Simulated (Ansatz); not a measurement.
A calculation with Ansatz (development build ahead of 0.2.0).

```yaml
crystal:
  periodic: [false, false, false]
  atoms:
    - { symbol: H, position_ang: [0.01669, -0.04685, -1.33396] }
    - { symbol: Be, position_ang: [0.00202, 0.01044, -0.04886] }
    - { symbol: H, position_ang: [-0.01446, 0.03931, 1.36641] }
basis:
  gaussian: { orbitals: STO-3G }
hamiltonian:
  xc: hf
correlation:
  method: mp2
  frozen_orbitals: { Be: 0, H: 0 }
```

The input is written out in the form of the current development build from the run's settings.

Results

```yaml
Converged: yes
Reference_energy: -15.55557 hartree
Correlation_energy: -0.02384 hartree
Total_energy: -15.57941 hartree
Spin_squared_of_the_determinant: 0.000
```
